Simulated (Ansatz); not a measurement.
Mulliken charges of CH3GeNO, SMILES `N=[C]1[O][GeH2]1` from r2SCAN/def2-TZVPP in Ansatz (PBE0-D4/def2-TZVP geometry).

```
atom   x (Å)   y (Å)   z (Å)  charge (e)
  N1  -0.998  -1.700  -0.322      -0.298
  C2  -0.230  -0.775  -0.002       0.256
  O3   0.855  -0.701   0.723      -0.332
 Ge4   0.432   1.044   0.051       0.178
  H5  -1.762  -1.394  -0.911       0.179
  H6   0.170   1.959   1.251       0.009
  H7   1.594   1.500  -0.836       0.009
```

By hand: the dipole of these point charges (1 e Å = 4.8032 D).

Σ q r = (-0.268, 0.508, -0.295) e Å, of length 0.646 e Å = 3.10 D.

How does the dipole of the full density compare? (An estimate is asked.)

Computed: (-0.106, 0.715, -0.229) e Å, 3.64 D; the point charges give 0.85 times that, at 20° from its direction.

Point charges leave out the atoms' own dipoles, such as those of lone pairs, and Mulliken's split depends on the basis, so the two needn't agree.
